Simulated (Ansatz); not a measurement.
The same silylene extrusion along the group F, Cl, I.

Isolated molecules relaxed with PBE0-D4/def2-TZVP in Ansatz; ΔE leaves out vibrations. CCSD(T)/CBS adds triple-zeta CCSD(T) − MP2 to the extrapolated MP2 energy (def2 sets, frozen cores). This one scheme is used for every species. Elements past krypton have def2 core potentials. For I outer-core shells are correlated without core-valence functions, which leaves a few kJ/mol of doubt a bond. Each species was taken in one conformer, which may not be the lowest.

Task: Order these by ΔE at CCSD(T)/CBS, lowest first. (An estimate is asked.)
A. `N[SiH](S)Cl` → HCl + `N[Si]S`
B. `N[SiH](S)I` → HI + `N[Si]S`
C. `N[SiH](F)S` → H–F + `N[Si]S`

Result: B (+214.3 kJ/mol), A (+225.9 kJ/mol), C (+269.8 kJ/mol).

Largest T1 diagnostic: 0.014, for `N[Si]S`.
